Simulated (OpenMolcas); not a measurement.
Nb3+ (d2) in a complex was computed by SS-CASPT2, IPEA 0.25 Eh, imaginary shift 0.1 Eh with the d shell active (OpenMolcas, ANO-RCC-VTZP on the metal). Its lowest spin-free states, and all those of the highest spin:

| 2S+1 | Degeneracy | E (cm-1) |
| --- | --- | --- |
| 3 | 1 | 0 |
| 1 | 2 | 6210 |
| 3 | 3 | 7710 |
| 3 | 3 | 11250 |
| 1 | 1 | 11670 |
| 1 | 3 | 13140 |
| 1 | 3 | 14610 |
| 3 | 3 | 17260 |
| 1 | 2 | 21070 |
| 1 | 3 | 22640 |
| 1 | 1 | 31450 |

Task: Is the site octahedral, tetrahedral or cube-like, axial, or of lower symmetry?

Result: The states with 2S+1 = 3 have orbital degeneracies 1, 3, 3, 3. Threefold states need a cubic site. For d2 at this spin an octahedron puts the threefold T1 below the threefold T2 and a tetrahedron or cube puts the single A2 below the threefold T2, so the site is a tetrahedron or a cube, which this pattern cannot tell apart. The first gap at this spin, 7710 cm-1, is |10Dq| in ligand-field theory. The run had Nb3+ with 4 ligands (chloride) in tetrahedral coordination (Td) at 2.35 Å. A charge of +0.25 e stands 2.4 Å behind each ligand. Ligand basis ANO-RCC-VDZP.

Roots that are degenerate in the reference are averaged as groups; the widest CASPT2 spread within a group is 480 cm-1 (the 3-fold group of multiplicity 1 near 13100 cm-1 above the lowest state of its run). Shifts and gaps below about the spread of the groups concerned are not significant. Over all roots computed the reference weight is 0.71 to 0.73; a low but even weight reflects the number of correlated electrons. The least metal-like active orbital is 76 % on the metal (Löwdin) and no ligand orbital is active, so the numbers are rough. Ligand-to-metal charge-transfer states are missing. These CASPT2 states fit no ligand-field parameters well, so their order and spin gaps are uncertain. With no ligand orbital active B as a rule stays too high, so bands that hang on it stand too high and its fall with covalency is understated. With one d shell and no ligand orbital active, 10Dq can be off by a tenth or more. No measured value stands beside these numbers; the geometry was imposed, not optimised, and the real ion may take another.
